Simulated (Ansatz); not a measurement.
Molecular dynamics of FH3NOSi

The input (input.yaml):

```yaml
crystal:
  periodic: [false, false, false]
  atoms:
    - { symbol: "N", position_ang: [-0.585061, 0.763728, -1.062052] }
    - { symbol: Si, position_ang: [-0.072803, -0.115379, 0.366333] }
    - { symbol: O, position_ang: [1.527139, -0.449553, 0.228012] }
    - { symbol: F, position_ang: [-0.957229, -1.474257, 0.349308] }
    - { symbol: H, position_ang: [-1.436552, 1.326719, -0.949134] }
    - { symbol: H, position_ang: [-0.263189, 0.54353, 1.675823] }
    - { symbol: H, position_ang: [1.848996, -0.662688, -0.653991] }
magnetization:
  spin_polarized: true
  initial_magnetization: 1
basis:
  gaussian: { orbitals: def2-SVP }
hamiltonian:
  xc: pbe0
md:
  timestep: 0.5
  n_steps: 250
  ensemble: nve
  temperature: 1500.0
  initial_velocities: maxwell_boltzmann
  seed: 495371
```

Command:

```bash
$ ansatz run input.yaml --threads 2 --pin off --max-ram 3072MiB --backend cpu --events-out ev --progress --plain --runs-dir out
```

It starts from a relaxed structure.

Output, in part (one step line in 3, the closing report, with atoms numbered from 0):

```
md step     0: t =     0.00 fs  T =  1500.0 K  F+E_penalty+E_count = -14164.47314370 eV  E_kin = 0.969450 eV  conserved = -14163.50369371 eV  (45 SCF iters)
md step     3: t =     1.50 fs  T =  1354.4 K  F+E_penalty+E_count = -14164.37669933 eV  E_kin = 0.875364 eV  conserved = -14163.50133558 eV  (38 SCF iters)
md step     6: t =     3.00 fs  T =  1284.2 K  F+E_penalty+E_count = -14164.33163173 eV  E_kin = 0.829961 eV  conserved = -14163.50167059 eV  (39 SCF iters)
md step     9: t =     4.50 fs  T =  1257.2 K  F+E_penalty+E_count = -14164.31580104 eV  E_kin = 0.812512 eV  conserved = -14163.50328867 eV  (40 SCF iters)
md step    12: t =     6.00 fs  T =  1003.2 K  F+E_penalty+E_count = -14164.14960312 eV  E_kin = 0.648390 eV  conserved = -14163.50121354 eV  (39 SCF iters)
md step    15: t =     7.50 fs  T =   841.2 K  F+E_penalty+E_count = -14164.04470733 eV  E_kin = 0.543656 eV  conserved = -14163.50105101 eV  (37 SCF iters)
md step    18: t =     9.00 fs  T =   818.0 K  F+E_penalty+E_count = -14164.03128902 eV  E_kin = 0.528700 eV  conserved = -14163.50258903 eV  (39 SCF iters)
md step    21: t =    10.50 fs  T =   673.2 K  F+E_penalty+E_count = -14163.93718462 eV  E_kin = 0.435121 eV  conserved = -14163.50206360 eV  (39 SCF iters)
md step    24: t =    12.00 fs  T =   536.0 K  F+E_penalty+E_count = -14163.84697720 eV  E_kin = 0.346423 eV  conserved = -14163.50055441 eV  (40 SCF iters)
md step    27: t =    13.50 fs  T =   600.6 K  F+E_penalty+E_count = -14163.89108626 eV  E_kin = 0.388180 eV  conserved = -14163.50290664 eV  (39 SCF iters)
md step    30: t =    15.00 fs  T =   544.8 K  F+E_penalty+E_count = -14163.85381081 eV  E_kin = 0.352118 eV  conserved = -14163.50169310 eV  (39 SCF iters)
md step    33: t =    16.50 fs  T =   493.0 K  F+E_penalty+E_count = -14163.81987678 eV  E_kin = 0.318629 eV  conserved = -14163.50124803 eV  (39 SCF iters)
md step    36: t =    18.00 fs  T =   559.2 K  F+E_penalty+E_count = -14163.86303787 eV  E_kin = 0.361430 eV  conserved = -14163.50160756 eV  (37 SCF iters)
md step    39: t =    19.50 fs  T =   652.8 K  F+E_penalty+E_count = -14163.92464277 eV  E_kin = 0.421930 eV  conserved = -14163.50271280 eV  (38 SCF iters)
md step    42: t =    21.00 fs  T =   615.1 K  F+E_penalty+E_count = -14163.89915867 eV  E_kin = 0.397544 eV  conserved = -14163.50161470 eV  (39 SCF iters)
md step    45: t =    22.50 fs  T =   629.6 K  F+E_penalty+E_count = -14163.90849438 eV  E_kin = 0.406887 eV  conserved = -14163.50160761 eV  (40 SCF iters)
md step    48: t =    24.00 fs  T =   704.9 K  F+E_penalty+E_count = -14163.95835078 eV  E_kin = 0.455567 eV  conserved = -14163.50278377 eV  (39 SCF iters)
md step    51: t =    25.50 fs  T =   631.0 K  F+E_penalty+E_count = -14163.90966582 eV  E_kin = 0.407813 eV  conserved = -14163.50185309 eV  (40 SCF iters)
md step    54: t =    27.00 fs  T =   556.9 K  F+E_penalty+E_count = -14163.86092571 eV  E_kin = 0.359945 eV  conserved = -14163.50098043 eV  (36 SCF iters)
md step    57: t =    28.50 fs  T =   624.6 K  F+E_penalty+E_count = -14163.90613469 eV  E_kin = 0.403704 eV  conserved = -14163.50243099 eV  (43 SCF iters)
md step    60: t =    30.00 fs  T =   585.3 K  F+E_penalty+E_count = -14163.88119462 eV  E_kin = 0.378302 eV  conserved = -14163.50289245 eV  (54 SCF iters)
md step    63: t =    31.50 fs  T =   436.8 K  F+E_penalty+E_count = -14163.78261623 eV  E_kin = 0.282291 eV  conserved = -14163.50032563 eV  (48 SCF iters)
md step    66: t =    33.00 fs  T =   523.7 K  F+E_penalty+E_count = -14163.84150284 eV  E_kin = 0.338480 eV  conserved = -14163.50302242 eV  (55 SCF iters)
md step    69: t =    34.50 fs  T =   477.8 K  F+E_penalty+E_count = -14163.81107597 eV  E_kin = 0.308779 eV  conserved = -14163.50229660 eV  (54 SCF iters)
md step    72: t =    36.00 fs  T =   356.4 K  F+E_penalty+E_count = -14163.73103568 eV  E_kin = 0.230355 eV  conserved = -14163.50068053 eV  (35 SCF iters)
md step    75: t =    37.50 fs  T =   442.7 K  F+E_penalty+E_count = -14163.78790017 eV  E_kin = 0.286105 eV  conserved = -14163.50179519 eV  (40 SCF iters)
md step    78: t =    39.00 fs  T =   542.0 K  F+E_penalty+E_count = -14163.85332994 eV  E_kin = 0.350297 eV  conserved = -14163.50303314 eV  (39 SCF iters)
md step    81: t =    40.50 fs  T =   497.7 K  F+E_penalty+E_count = -14163.82219128 eV  E_kin = 0.321644 eV  conserved = -14163.50054769 eV  (40 SCF iters)
md step    84: t =    42.00 fs  T =   661.2 K  F+E_penalty+E_count = -14163.92964831 eV  E_kin = 0.427328 eV  conserved = -14163.50232033 eV  (38 SCF iters)
md step    87: t =    43.50 fs  T =   793.1 K  F+E_penalty+E_count = -14164.01538352 eV  E_kin = 0.512548 eV  conserved = -14163.50283520 eV  (38 SCF iters)
md step    90: t =    45.00 fs  T =   764.8 K  F+E_penalty+E_count = -14163.99549097 eV  E_kin = 0.494280 eV  conserved = -14163.50121049 eV  (38 SCF iters)
md step    93: t =    46.50 fs  T =   841.8 K  F+E_penalty+E_count = -14164.04569589 eV  E_kin = 0.544059 eV  conserved = -14163.50163685 eV  (38 SCF iters)
md step    96: t =    48.00 fs  T =   969.8 K  F+E_penalty+E_count = -14164.12936608 eV  E_kin = 0.626807 eV  conserved = -14163.50255879 eV  (39 SCF iters)
md step    99: t =    49.50 fs  T =   971.5 K  F+E_penalty+E_count = -14164.13034925 eV  E_kin = 0.627908 eV  conserved = -14163.50244105 eV  (38 SCF iters)
md step   102: t =    51.00 fs  T =   899.3 K  F+E_penalty+E_count = -14164.08249537 eV  E_kin = 0.581242 eV  conserved = -14163.50125369 eV  (40 SCF iters)
md step   105: t =    52.50 fs  T =   896.0 K  F+E_penalty+E_count = -14164.08176576 eV  E_kin = 0.579057 eV  conserved = -14163.50270858 eV  (46 SCF iters)
md step   108: t =    54.00 fs  T =   773.4 K  F+E_penalty+E_count = -14164.00189266 eV  E_kin = 0.499867 eV  conserved = -14163.50202601 eV  (38 SCF iters)
md step   111: t =    55.50 fs  T =   614.5 K  F+E_penalty+E_count = -14163.89839653 eV  E_kin = 0.397137 eV  conserved = -14163.50125988 eV  (39 SCF iters)
md step   114: t =    57.00 fs  T =   584.6 K  F+E_penalty+E_count = -14163.87922763 eV  E_kin = 0.377811 eV  conserved = -14163.50141618 eV  (39 SCF iters)
md step   117: t =    58.50 fs  T =   613.9 K  F+E_penalty+E_count = -14163.90000591 eV  E_kin = 0.396759 eV  conserved = -14163.50324678 eV  (40 SCF iters)
md step   120: t =    60.00 fs  T =   464.3 K  F+E_penalty+E_count = -14163.80092153 eV  E_kin = 0.300090 eV  conserved = -14163.50083153 eV  (39 SCF iters)
md step   123: t =    61.50 fs  T =   487.3 K  F+E_penalty+E_count = -14163.81646307 eV  E_kin = 0.314917 eV  conserved = -14163.50154614 eV  (38 SCF iters)
md step   126: t =    63.00 fs  T =   603.7 K  F+E_penalty+E_count = -14163.89307292 eV  E_kin = 0.390177 eV  conserved = -14163.50289556 eV  (41 SCF iters)
md step   129: t =    64.50 fs  T =   563.7 K  F+E_penalty+E_count = -14163.86556804 eV  E_kin = 0.364334 eV  conserved = -14163.50123425 eV  (46 SCF iters)
md step   132: t =    66.00 fs  T =   630.9 K  F+E_penalty+E_count = -14163.90882454 eV  E_kin = 0.407720 eV  conserved = -14163.50110496 eV  (39 SCF iters)
md step   135: t =    67.50 fs  T =   816.4 K  F+E_penalty+E_count = -14164.03079547 eV  E_kin = 0.527643 eV  conserved = -14163.50315247 eV  (41 SCF iters)
md step   138: t =    69.00 fs  T =   794.5 K  F+E_penalty+E_count = -14164.01551914 eV  E_kin = 0.513462 eV  conserved = -14163.50205697 eV  (40 SCF iters)
md step   141: t =    70.50 fs  T =   773.8 K  F+E_penalty+E_count = -14164.00109798 eV  E_kin = 0.500126 eV  conserved = -14163.50097194 eV  (40 SCF iters)
md step   144: t =    72.00 fs  T =   889.6 K  F+E_penalty+E_count = -14164.07852382 eV  E_kin = 0.574937 eV  conserved = -14163.50358651 eV  (40 SCF iters)
md step   147: t =    73.50 fs  T =   760.6 K  F+E_penalty+E_count = -14163.99334006 eV  E_kin = 0.491603 eV  conserved = -14163.50173709 eV  (40 SCF iters)
md step   150: t =    75.00 fs  T =   632.4 K  F+E_penalty+E_count = -14163.90986013 eV  E_kin = 0.408703 eV  conserved = -14163.50115759 eV  (40 SCF iters)
md step   153: t =    76.50 fs  T =   637.2 K  F+E_penalty+E_count = -14163.91410734 eV  E_kin = 0.411848 eV  conserved = -14163.50225932 eV  (45 SCF iters)
md step   156: t =    78.00 fs  T =   576.6 K  F+E_penalty+E_count = -14163.87524417 eV  E_kin = 0.372665 eV  conserved = -14163.50257870 eV  (42 SCF iters)
md step   159: t =    79.50 fs  T =   457.1 K  F+E_penalty+E_count = -14163.79600541 eV  E_kin = 0.295407 eV  conserved = -14163.50059799 eV  (40 SCF iters)
md step   162: t =    81.00 fs  T =   552.0 K  F+E_penalty+E_count = -14163.85940193 eV  E_kin = 0.356777 eV  conserved = -14163.50262494 eV  (39 SCF iters)
md step   165: t =    82.50 fs  T =   595.8 K  F+E_penalty+E_count = -14163.88717729 eV  E_kin = 0.385080 eV  conserved = -14163.50209699 eV  (39 SCF iters)
md step   168: t =    84.00 fs  T =   595.0 K  F+E_penalty+E_count = -14163.88589549 eV  E_kin = 0.384564 eV  conserved = -14163.50133115 eV  (38 SCF iters)
md step   171: t =    85.50 fs  T =   707.5 K  F+E_penalty+E_count = -14163.95876481 eV  E_kin = 0.457242 eV  conserved = -14163.50152309 eV  (39 SCF iters)
md step   174: t =    87.00 fs  T =   878.5 K  F+E_penalty+E_count = -14164.07070838 eV  E_kin = 0.567792 eV  conserved = -14163.50291635 eV  (38 SCF iters)
md step   177: t =    88.50 fs  T =   894.8 K  F+E_penalty+E_count = -14164.08023882 eV  E_kin = 0.578329 eV  conserved = -14163.50190987 eV  (52 SCF iters)
md step   180: t =    90.00 fs  T =   923.2 K  F+E_penalty+E_count = -14164.09822031 eV  E_kin = 0.596647 eV  conserved = -14163.50157355 eV  (41 SCF iters)
md step   183: t =    91.50 fs  T =  1008.8 K  F+E_penalty+E_count = -14164.15496148 eV  E_kin = 0.651965 eV  conserved = -14163.50299679 eV  (44 SCF iters)
md step   186: t =    93.00 fs  T =   911.6 K  F+E_penalty+E_count = -14164.09105855 eV  E_kin = 0.589150 eV  conserved = -14163.50190904 eV  (40 SCF iters)
md step   189: t =    94.50 fs  T =   805.3 K  F+E_penalty+E_count = -14164.02145689 eV  E_kin = 0.520471 eV  conserved = -14163.50098592 eV  (40 SCF iters)
md step   192: t =    96.00 fs  T =   847.9 K  F+E_penalty+E_count = -14164.05044987 eV  E_kin = 0.547967 eV  conserved = -14163.50248238 eV  (40 SCF iters)
md step   195: t =    97.50 fs  T =   785.7 K  F+E_penalty+E_count = -14164.01054096 eV  E_kin = 0.507821 eV  conserved = -14163.50271968 eV  (41 SCF iters)
md step   198: t =    99.00 fs  T =   640.0 K  F+E_penalty+E_count = -14163.91392480 eV  E_kin = 0.413626 eV  conserved = -14163.50029832 eV  (42 SCF iters)
md step   201: t =   100.50 fs  T =   722.3 K  F+E_penalty+E_count = -14163.96989902 eV  E_kin = 0.466800 eV  conserved = -14163.50309869 eV  (41 SCF iters)
md step   204: t =   102.00 fs  T =   651.2 K  F+E_penalty+E_count = -14163.92303995 eV  E_kin = 0.420849 eV  conserved = -14163.50219087 eV  (43 SCF iters)
md step   207: t =   103.50 fs  T =   525.2 K  F+E_penalty+E_count = -14163.84011629 eV  E_kin = 0.339448 eV  conserved = -14163.50066823 eV  (41 SCF iters)
md step   210: t =   105.00 fs  T =   620.9 K  F+E_penalty+E_count = -14163.90306246 eV  E_kin = 0.401262 eV  conserved = -14163.50180063 eV  (39 SCF iters)
md step   213: t =   106.50 fs  T =   731.5 K  F+E_penalty+E_count = -14163.97589543 eV  E_kin = 0.472793 eV  conserved = -14163.50310279 eV  (40 SCF iters)
md step   216: t =   108.00 fs  T =   674.1 K  F+E_penalty+E_count = -14163.93633858 eV  E_kin = 0.435666 eV  conserved = -14163.50067229 eV  (40 SCF iters)
md step   219: t =   109.50 fs  T =   789.6 K  F+E_penalty+E_count = -14164.01251659 eV  E_kin = 0.510293 eV  conserved = -14163.50222352 eV  (40 SCF iters)
md step   222: t =   111.00 fs  T =   879.2 K  F+E_penalty+E_count = -14164.07099296 eV  E_kin = 0.568201 eV  conserved = -14163.50279171 eV  (37 SCF iters)
md step   225: t =   112.50 fs  T =   819.6 K  F+E_penalty+E_count = -14164.03087041 eV  E_kin = 0.529731 eV  conserved = -14163.50113978 eV  (38 SCF iters)
md step   228: t =   114.00 fs  T =   882.5 K  F+E_penalty+E_count = -14164.07190453 eV  E_kin = 0.570342 eV  conserved = -14163.50156219 eV  (39 SCF iters)
md step   231: t =   115.50 fs  T =   999.8 K  F+E_penalty+E_count = -14164.14901171 eV  E_kin = 0.646157 eV  conserved = -14163.50285479 eV  (39 SCF iters)
md step   234: t =   117.00 fs  T =   942.2 K  F+E_penalty+E_count = -14164.11121190 eV  E_kin = 0.608924 eV  conserved = -14163.50228762 eV  (39 SCF iters)
md step   237: t =   118.50 fs  T =   837.5 K  F+E_penalty+E_count = -14164.04246253 eV  E_kin = 0.541290 eV  conserved = -14163.50117239 eV  (40 SCF iters)
md step   240: t =   120.00 fs  T =   841.4 K  F+E_penalty+E_count = -14164.04663402 eV  E_kin = 0.543807 eV  conserved = -14163.50282719 eV  (40 SCF iters)
md step   243: t =   121.50 fs  T =   730.1 K  F+E_penalty+E_count = -14163.97369968 eV  E_kin = 0.471891 eV  conserved = -14163.50180917 eV  (42 SCF iters)
md step   246: t =   123.00 fs  T =   624.9 K  F+E_penalty+E_count = -14163.90512070 eV  E_kin = 0.403843 eV  conserved = -14163.50127736 eV  (43 SCF iters)
md step   249: t =   124.50 fs  T =   641.8 K  F+E_penalty+E_count = -14163.91635915 eV  E_kin = 0.414767 eV  conserved = -14163.50159201 eV  (41 SCF iters)
md step   250: t =   125.00 fs  T =   666.3 K  F+E_penalty+E_count = -14163.93269265 eV  E_kin = 0.430654 eV  conserved = -14163.50203835 eV  (54 SCF iters)
Total energy: -14163.93271463 eV, -520.5149266041 hartree
Atom 0 at    -0.749436     0.752467    -1.022973 Å, force    -0.468325     1.758101    -1.147752 eV/Å
Atom 1 at    -0.073009    -0.131552     0.248395 Å, force     0.993333     1.891762     1.871598 eV/Å
Atom 2 at     1.524733    -0.430882     0.334363 Å, force    -0.308379     1.506437     0.043164 eV/Å
Atom 3 at    -0.861308    -1.461256     0.361712 Å, force    -1.226748    -2.601554     0.090065 eV/Å
Atom 4 at    -0.736187     1.749105    -0.678516 Å, force     0.154279    -0.779946    -0.785424 eV/Å
Atom 5 at    -0.552311     0.774996     1.361567 Å, force     0.387454    -0.496141     0.178906 eV/Å
Atom 6 at     1.957922    -1.250825     0.210829 Å, force     0.468386    -1.278659    -0.250556 eV/Å
Dipole moment:     0.369683     0.039350     0.060024 e Å
```

The run went to its last step. The conserved energy stayed within 0.5 meV per atom of its start (net change 0.24 meV per atom), so the integration is sound. Over the second half the temperature averaged 0.50 of the 1500 K drawn at the start: a run that starts near a minimum puts about half its kinetic energy into the potential. A run of 0.12 ps of so small a system gives no equilibrium averages.

The same pairs are bonded in the first frame and the last. Pairs count as bonded within 1.25 times the sum of covalent radii (0.12 Å more for H–H).

Last frame:

```xyz
7
Properties=species:S:1:pos:R:3
N -0.749 0.752 -1.023
Si -0.073 -0.132 0.248
O 1.525 -0.431 0.334
F -0.861 -1.461 0.362
H -0.736 1.749 -0.678
H -0.552 0.775 1.362
H 1.958 -1.251 0.211
```

The run took 14 min on 2 threads of Arm Neoverse N1 (shared host), peak memory 0.21 GiB.
